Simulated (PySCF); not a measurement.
Au(Me)(CNMe) (C₃H₆AuN), SMILES C[N+]#[C-]->[Au][CH3], multiplicity 1.

Geometry optimised at PBE0-D3(BJ)/def2-SVP. The spin state was assumed, not searched. The isomer is the one that the SMILES or the coordinates give; other isomers of the formula were not compared. The def2 effective core potentials stand for the cores of Au; spin–orbit coupling is left out.

Two levels are set side by side: PBE/def2-TZVP (PySCF) and B3LYP/def2-TZVP (PySCF). Same geometry, gas phase. Differences are taken from unrounded values.

| quantity | B3LYP |
|---|---|
| orbital gap (eV) | 5.36 |
| highest occupied level (eV) | -6.32 |
| lowest empty level (eV) | -0.96 |
| dipole moment (D) | 7.20 |
| mean polarisability (bohr³) | 81.4 |

Q: What does PBE give, and how far is it from B3LYP? (Estimate from the structure and the level; the computed values follow.)

A: 
```
quantity                       PBE  PBE minus B3LYP
---------------------------  -----  ---------------
orbital gap (eV)              3.92            -1.44
highest occupied level (eV)  -5.52             0.80
lowest empty level (eV)      -1.61            -0.64
dipole moment (D)             6.89            -0.31
mean polarisability (bohr³)   84.7              3.3
```

Without exact exchange PBE keeps part of each electron's self-repulsion, which lifts occupied levels and narrows the gap. PBE's more diffuse valence density responds more strongly to a field. Differences between two approximate levels are no errors against the true value.

Rough cost on one machine, each run with all the roots and properties that it gave: B3LYP against PBE within a factor of 2.
